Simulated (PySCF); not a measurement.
**Fractional electron number in N⁺ (nitrogen, charge +1)**

The 2p alpha orbital of [He] 2s2 2p2 is emptied in steps (occupation f), with all orbitals relaxed, ending at [He] 2s2 2p1. Calculation: PySCF 2.14, in x2c-TZVPall (5s3p2d1f, 31 functions); scalar relativity by spin-free X2C-1e. The exact energy is a straight line in f; departures are measured from the line between the end points of the same method.

| f | UHF (eV) | LDA (eV) | PBE (eV) | PBE0 (eV) | r2SCAN (eV) | LC-wPBE (eV) | BHandHLYP (eV) | wB97X (eV) | MN15 (eV) | CAM-B3LYP (eV) |
| --- | --- | --- | --- | --- | --- | --- | --- | --- | --- | --- |
| 1 | 0.000 | 0.000 | 0.000 | 0.000 | 0.000 | 0.000 | 0.000 | 0.000 | 0.000 | 0.000 |
| 0.8 | 0.183 | -1.298 | -1.267 | -0.909 | -1.172 | -0.451 | -0.555 | -0.480 | -0.774 | -0.676 |
| 0.6 | 0.267 | -1.958 | -1.905 | -1.364 | -1.747 | -0.675 | -0.831 | -0.716 | -1.160 | -1.014 |
| 0.4 | 0.261 | -1.967 | -1.906 | -1.361 | -1.730 | -0.671 | -0.829 | -0.706 | -1.155 | -1.013 |
| 0.2 | 0.170 | -1.315 | -1.267 | -0.903 | -1.136 | -0.441 | -0.550 | -0.458 | -0.764 | -0.672 |
| 0 | 0.000 | 0.000 | 0.000 | 0.000 | 0.000 | 0.000 | 0.000 | 0.000 | 0.000 | 0.000 |

```tsv
method	E(f=0) − E(f=1) (eV)	−ε at f=1 (eV)	−ε at f=0.4 (eV)
UHF	29.203	30.373	28.956
LDA	30.045	21.990	31.650
PBE	29.894	22.013	31.490
PBE0	29.906	24.235	31.061
r2SCAN	30.132	22.788	31.682
LC-wPBE	30.087	27.277	30.679
BHandHLYP	29.834	26.369	30.542
wB97X	29.742	26.738	30.400
MN15	29.668	24.836	30.663
CAM-B3LYP	30.003	25.791	30.862
```

Orbital energy along the path (eV):

```
  f      UHF      LDA      PBE     PBE0   r2SCAN  LC-wPBE  BHandHLYP    wB97X     MN15  CAM-B3LYP
  1  -30.373  -21.990  -22.013  -24.235  -22.788  -27.277    -26.369  -26.738  -24.836    -25.791
0.8  -29.864  -25.136  -25.121  -26.492  -25.763  -28.393    -27.754  -27.948  -26.765    -27.462
0.6  -29.394  -28.363  -28.290  -28.773  -28.743  -29.535    -29.150  -29.179  -28.714    -29.159
0.4  -28.956  -31.650  -31.490  -31.061  -31.682  -30.679    -30.542  -30.400  -30.663    -30.862
0.2  -28.546  -34.965  -34.675  -33.322  -34.497  -31.782    -31.913  -31.543  -32.576    -32.544
  0  -28.161  -38.262  -37.760  -35.504  -37.085  -32.777    -33.244  -32.471  -34.357    -34.168
```

Reference removal energy between the ground levels: 29.601 eV (semi-empirical (NIST evaluation); NIST Atomic Spectra Database, ionization energies). The calculation has no spin-orbit coupling. UHF lacks correlation.
